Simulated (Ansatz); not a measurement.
Two isomers of C2H6AlFO: A = `[CH3][Al]([F])[CH2]O`, B = `CC[O][AlH][F]`.

Program: Ansatz. Geometries: PBE0-D4/def2-TZVP. ΔE: electronic, gas phase. CBS: MP2 limit from def2 TZ/QZ plus the TZ coupled-cluster correction, frozen cores. Functionals use def2-TZVPP. B3LYP here is the variant with VWN-RPA as its local correlation; programs differ in this. One conformer a species, not always the lowest.

Which isomer does CCSD(T)/CBS put lower? Give the gap. (An estimate is asked.)

The calculation gave: B, by 126.8 kJ/mol.

Give E(B) − E(A) in kJ/mol with r2SCAN-D4, B3LYP-D4, PBE0-D4, CCSD(T)/def2-TZVPP, ωB97M-V, CCSD/def2-TZVPP, B3LYP. (Best estimate.)

Computed: r2SCAN-D4 -122.7, B3LYP-D4 -125.9, PBE0-D4 -116.9, CCSD(T)/def2-TZVPP -129.2, ωB97M-V -121.3, CCSD/def2-TZVPP -132.1, B3LYP -125.4. None reverses the order clearly.

Largest T1 diagnostic: 0.012.

From PBE to PBE0 (25 % exact exchange), in def2-TZVPP and without D4, E(B) − E(A) moves by −7.3 kJ/mol. In def2-TZVPP, CCSD(T) changes the Hartree–Fock value by +21.9 kJ/mol (the triples alone add +2.9 kJ/mol) and MP2 by +19.3 kJ/mol.
